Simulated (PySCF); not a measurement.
C$_{3}$H$_{9}$B, quintet, geometry from GFN2-xTB of the parent state (a higher spin typed on purpose: for a closed-shell molecule this is an excited state) (in this run its highest filled SCF level lies above zero, so its values depend strongly on the basis, on diffuse functions most of all); HF/STO-3G run with PySCF.

The PySCF input:
```python
from pyscf import gto, scf

mol = gto.M(
    atom='''
B     0.05650358    0.39417268    0.34215853
C     1.41954857   -0.13518450   -0.48372115
H     1.23896787   -1.03247355   -1.07187377
H     2.08937162   -0.36474791    0.33933365
H     1.85126810    0.63004949   -1.11693327
C    -0.56583753   -0.64972355    1.37286759
H    -0.79811715   -1.61888125    0.91410609
H    -1.49285218   -0.28887489    1.82201511
H     0.10206547   -0.85538698    2.21126460
C    -0.85670585    0.67333727   -1.03925510
H    -1.79304235    1.01427906   -0.60819344
H    -1.02816575   -0.22719148   -1.62518173
H    -0.43404466    1.44178876   -1.67467795
''',
    basis='sto-3g',
    spin=4,
    verbose=3,
)

mf = scf.UHF(mol)
mf.kernel()
mf.analyze()
```

**Question.** Write the output that PySCF gives for this input, abridged.

**Answer.** 
```
converged SCF energy = -141.160385589141  <S^2> = 6.0135918  2S+1 = 5.0054338
**** MO energy ****
                             alpha | beta                alpha | beta
MO #1   energy= -11.0460933357825  | -11.037437329528   occ= 1 | 1
MO #2   energy= -11.0320442019075  | -11.0048030926315  occ= 1 | 1
MO #3   energy= -11.0319109589575  | -11.0047736774729  occ= 1 | 1
MO #4   energy= -7.21912817659524  | -7.16477519623608  occ= 1 | 1
MO #5   energy= -0.989580348008465 | -0.890262778500517 occ= 1 | 1
MO #6   energy= -0.917479302999483 | -0.84982978905351  occ= 1 | 1
MO #7   energy= -0.912056333857642 | -0.830496622596668 occ= 1 | 1
MO #8   energy= -0.625711487152982 | -0.539455484735441 occ= 1 | 1
MO #9   energy= -0.574059152496013 | -0.53173396047477  occ= 1 | 1
MO #10  energy= -0.571196554803074 | -0.515628429704946 occ= 1 | 1
MO #11  energy= -0.566395619856903 | -0.501179890279928 occ= 1 | 1
MO #12  energy= -0.523365360784249 | -0.496705278592914 occ= 1 | 1
MO #13  energy= -0.520866114898206 | -0.479669794793508 occ= 1 | 1
MO #14  energy= -0.506857233690056 | -0.37547261223495  occ= 1 | 1
MO #15  energy= -0.45173630657072  | 0.0427644979468933 occ= 1 | 0
MO #16  energy= -0.429416612869381 | 0.170339076796608  occ= 1 | 0
MO #17  energy= -0.201713827734725 | 0.439432623457993  occ= 1 | 0
MO #18  energy= 0.136004209765686  | 0.676295844528981  occ= 1 | 0
MO #19  energy= 0.607728999042752  | 0.699688259118133  occ= 0 | 0
MO #20  energy= 0.646256699834666  | 0.71278558913695   occ= 0 | 0
MO #21  energy= 0.682501234532534  | 0.727240320621468  occ= 0 | 0
MO #22  energy= 0.692544662543868  | 0.74407117630512   occ= 0 | 0
MO #23  energy= 0.694629821583003  | 0.749183420271568  occ= 0 | 0
MO #24  energy= 0.721744293934346  | 0.769159868578417  occ= 0 | 0
MO #25  energy= 0.739189439733072  | 0.77366841100277   occ= 0 | 0
MO #26  energy= 0.747013263648432  | 0.776332499791185  occ= 0 | 0

To work with the spin densities directly, `use mulliken_meta_spin()` only printing them here.

 ** Mulliken spin pop alpha/beta on meta-lowdin orthogonal AOs **
 ** Mulliken Spin Density (per atom)  **
spin density of  0 B =      2.04456
spin density of  1 C =      0.79967
spin density of  2 H =     -0.01631
spin density of  3 H =      0.00000
spin density of  4 H =     -0.01364
spin density of  5 C =      0.31221
spin density of  6 H =      0.00423
spin density of  7 H =      0.04978
spin density of  8 H =      0.04978
spin density of  9 C =      0.79967
spin density of  10 H =      0.00000
spin density of  11 H =     -0.01631
spin density of  12 H =     -0.01364
 ** Mulliken pop alpha/beta on meta-lowdin orthogonal AOs **
 ** Mulliken atomic charges   ( Nelec_alpha | Nelec_beta ) **
charge of  0B =     -0.18206  (     3.61331      1.56875 )
charge of  1C =     -0.05472  (     3.42720      2.62752 )
charge of  2H =      0.02949  (     0.47710      0.49341 )
charge of  3H =      0.04330  (     0.47835      0.47835 )
charge of  4H =      0.04471  (     0.47082      0.48446 )
charge of  5C =     -0.03627  (     3.17424      2.86203 )
charge of  6H =      0.03241  (     0.48591      0.48168 )
charge of  7H =      0.03018  (     0.50980      0.46002 )
charge of  8H =      0.03018  (     0.50980      0.46002 )
charge of  9C =     -0.05472  (     3.42720      2.62752 )
charge of  10H =      0.04330  (     0.47835      0.47835 )
charge of  11H =      0.02949  (     0.47710      0.49341 )
charge of  12H =      0.04471  (     0.47082      0.48446 )
Dipole moment(X, Y, Z, Debye):  0.02700, -0.59347, -0.97435
```
